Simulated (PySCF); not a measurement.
# From a computed spectrum to the compound

A species of 10 atoms with charge 3 has these harmonic modes (B3LYP, small Gaussian bases with core potentials, PySCF 2.14.0):

```json
{"cm⁻¹": "-18", "km/mol": "–", "symmetry": "a2"}
{"cm⁻¹": "73", "km/mol": "5.6", "symmetry": "e"}
{"cm⁻¹": "73", "km/mol": "5.6", "symmetry": "e"}
{"cm⁻¹": "89", "km/mol": "0.0", "symmetry": "a1"}
{"cm⁻¹": "106", "km/mol": "0.3", "symmetry": "e"}
{"cm⁻¹": "106", "km/mol": "0.3", "symmetry": "e"}
{"cm⁻¹": "396", "km/mol": "0.0", "symmetry": "a1"}
{"cm⁻¹": "407", "km/mol": "20.3", "symmetry": "e"}
{"cm⁻¹": "407", "km/mol": "20.3", "symmetry": "e"}
{"cm⁻¹": "611", "km/mol": "1.2", "symmetry": "a2"}
{"cm⁻¹": "645", "km/mol": "110.0", "symmetry": "e"}
{"cm⁻¹": "645", "km/mol": "110.0", "symmetry": "e"}
{"cm⁻¹": "677", "km/mol": "40.4", "symmetry": "e"}
{"cm⁻¹": "677", "km/mol": "40.4", "symmetry": "e"}
{"cm⁻¹": "697", "km/mol": "1098.5", "symmetry": "a2"}
{"cm⁻¹": "1666", "km/mol": "212.8", "symmetry": "e"}
{"cm⁻¹": "1666", "km/mol": "212.8", "symmetry": "e"}
{"cm⁻¹": "1671", "km/mol": "0.0", "symmetry": "a1"}
{"cm⁻¹": "3516", "km/mol": "803.4", "symmetry": "e"}
{"cm⁻¹": "3516", "km/mol": "803.4", "symmetry": "e"}
{"cm⁻¹": "3534", "km/mol": "0.0", "symmetry": "a1"}
{"cm⁻¹": "3544", "km/mol": "61.5", "symmetry": "a2"}
{"cm⁻¹": "3548", "km/mol": "644.5", "symmetry": "e"}
{"cm⁻¹": "3548", "km/mol": "644.5", "symmetry": "e"}
```

Task: Which species is it, and in which structure?

Result: [Gd(H2O)3]3+ (singlet in the valence; each metal's 4f electrons, 7 of them, lie in its core potential, out of spins and levels):
```xyz
10

Gd    0.0000    0.0000    0.0000
O     2.2892    0.0000    0.0000
H     2.9078   -0.7561    0.1693
H     2.9078    0.7562   -0.1693
O    -1.1446    1.9825    0.0000
H    -0.7991    2.8963    0.1693
H    -2.1088    2.1402   -0.1693
O    -1.1446   -1.9825    0.0000
H    -2.1087   -2.1402    0.1693
H    -0.7991   -2.8963   -0.1693
```
 Negative wavenumbers this small are taken as noise. An lcecp potential fixes the number of 4f electrons, so in runs with it no electron can move into or out of that shell.
 Other answers can fit too; this one was computed.
